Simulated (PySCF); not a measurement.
Ge(Cl)(OH)2(OMe) (CH5ClGeO3), SMILES C[O][Ge]([OH])([OH])[Cl].

Geometry: PBE-D3(BJ)/def2-SVP. The values are those of a single conformer.

Two levels are set side by side: TDDFT-PBE/def2-SVPD (PySCF) and TDDFT-LC-ωPBE/def2-SVPD (PySCF). Vertical, same geometry. The lowest singlet is HOMO→LUMO 99 % with PBE and HOMO→LUMO 72 % with the other functional; states are paired by order. Differences are taken from unrounded values.

```
quantity                               TDDFT-LC-ωPBE  TDDFT-PBE  TDDFT-PBE minus TDDFT-LC-ωPBE
-------------------------------------  -------------  ---------  -----------------------------
lowest singlet excitation (eV)                  7.12       5.01                          -2.11
lowest triplet excitation (TDA) (eV)            6.60       4.77                          -1.83
first bright state (f over 0.05) (eV)           7.82       7.38                          -0.44
its oscillator strength                         0.10       0.07                          -0.04
```

A lower first singlet is the usual sign of a functional without exact exchange. Differences between two approximate levels are no errors against the true value.

Rough cost on one machine, each run with all the roots and properties that it gave: TDDFT-LC-ωPBE against TDDFT-PBE about 6 times.
